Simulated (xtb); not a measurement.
CH10OSi4, SMILES [SiH3][Si@@H]1[SiH2]CO[SiH2]1. All values are semi-empirical tight-binding results from xtb (GFN2-xTB unless named), good for trends rather than for accurate numbers. Geometry optimised at GFN2-xTB. The structure was generated by enumeration; whether it is a known compound was not checked. One conformer was computed; it need not be the lowest.

```yaml
orbital_gap: 3.49 eV
dipole_moment: 1.15 D
zero_point_energy: 60.4 kcal/mol
G − E(el) at 298.15 K (modified RRHO): 37.3 kcal/mol
static polarisability (D4 model): 126.5 bohr³
solvation energy, GFN2-xTB/ALPB(water): -1.1 kcal/mol
solvation energy, GFN2-xTB/ALPB(thf): -6.1 kcal/mol
```
